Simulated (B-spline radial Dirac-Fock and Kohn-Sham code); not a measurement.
# I³⁺ 5p1/2: cross section and angular parameters

System: I³⁺ in the configuration 1s2 2s2 2p6 3s2 3p6 3d10 4s2 4p6 4d10 5s2 5p2; threshold 39.47 eV (orbital energy of the model). The computed values come from a radial finite-basis atomic code: Dirac-Hartree-Slater photoionisation with a Latter tail; cross sections with all multipoles, angular parameters from the dipole term and its interference with E2.

For linearly polarised light dσ/dΩ = σ/(4π) [1 + β P₂(cos θ) + (δ + γ cos²θ) sin θ cos φ], with θ from the polarisation vector and φ the angle between the beam and the projection of the electron momentum on the plane normal to the polarisation.

| hν (eV) | σ (kb) | β | γ | δ |
| --- | --- | --- | --- | --- |
| 80 | 33.7 | 0.051 | 0.165 | -0.012 |
| 144 | 14.8 | 0.330 | -0.039 | 0.030 |
| 150 | 14.2 | 0.392 | -0.026 | 0.030 |
| 184 | 11.3 | 0.689 | 0.056 | 0.029 |
| 199 | 10.3 | 0.790 | 0.090 | 0.027 |
| 300 | 6.81 | 1.229 | 0.218 | 0.014 |
| 319 | 6.42 | 1.280 | 0.228 | 0.012 |
| 400 | 5.02 | 1.434 | 0.237 | 0.007 |
| 505 | ? | ? | ? | ? |
| 603 | 2.99 | 1.608 | 0.161 | 0.001 |
| 611 | 2.93 | 1.612 | 0.158 | 0.001 |
| 783 | 2.06 | 1.669 | 0.085 | 0.000 |
| 846 | 1.83 | 1.681 | 0.063 | -0.001 |
| 1200 | 1.04 | 1.710 | -0.012 | -0.001 |
| 1240 | 0.987 | 1.711 | -0.015 | -0.001 |
| 1253.6 | 0.969 | 1.711 | -0.016 | -0.001 |
| 1690 | 0.570 | 1.705 | -0.014 | -0.001 |
| 2000 | 0.415 | 1.691 | 0.019 | -0.001 |
| 2970 | 0.187 | 1.638 | 0.186 | 0.002 |
| 2980 | 0.186 | 1.638 | 0.187 | 0.002 |
| 3500 | 0.132 | 1.609 | 0.290 | 0.004 |
| 3550 | 0.128 | 1.606 | 0.300 | 0.004 |
| 3620 | 0.123 | 1.602 | 0.313 | 0.005 |
| 4060 | 0.0951 | 1.578 | 0.400 | 0.007 |
| 4230 | 0.0867 | 1.569 | 0.433 | 0.008 |
| 4300 | 0.0835 | 1.566 | 0.447 | 0.009 |
| 5414.7 | 0.0489 | 1.510 | 0.654 | 0.017 |
| 10500 | 0.00912 | 1.311 | 1.366 | 0.067 |
| 11000 | 0.00805 | 1.296 | 1.419 | 0.072 |
| 12000 | 0.00635 | 1.265 | 1.520 | 0.083 |

Q: Give the values at 505 eV.

A: σ = 3.78 kb, β = 1.546, γ = 0.205, δ = 0.003.
